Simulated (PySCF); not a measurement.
ZrCl2, SMILES [Cl][Zr][Cl] (connectivity only; charge and spin as stated), neutral, multiplicity 3.

The structure is a stationary point at PBE-D3(BJ)/def2-TZVP. The multiplicity is an assumed one; other spin states were not compared. The def2 effective core potentials stand for the cores of Zr; spin–orbit coupling is left out.

Level of theory: PBE-D3(BJ)/def2-TZVP in PySCF.

Frequencies are harmonic and unscaled.

Computed normal modes with their intensities:
```csv
mode,ν (cm⁻¹),IR (km/mol),moving atoms (share of kinetic energy)
1,57,3.6,"Cl 68 %, Zr 32 %"
2,359,13.4,"Cl 89 %, Zr 11 %"
3,399,112.5,"Cl 60 %, Zr 40 %"
```
